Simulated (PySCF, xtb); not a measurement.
GeHBr, SMILES [GeH][Br] (connectivity only; charge and spin as stated), neutral, multiplicity 1.

GFN2-xTB in xtb at its own geometry gives an orbital gap of 2.98 eV and a dipole moment of 5.77 D.

Coordinates come from a PBE0-D3(BJ)/def2-TZVP optimisation.

**Question.** What does HF/def2-TZVPD (PySCF) give? (An estimate is asked for; the answer gives what the named calculation found.)

**Answer.** gap 9.37 eV (levels -9.51 and -0.15 eV), dipole 2.05 D.
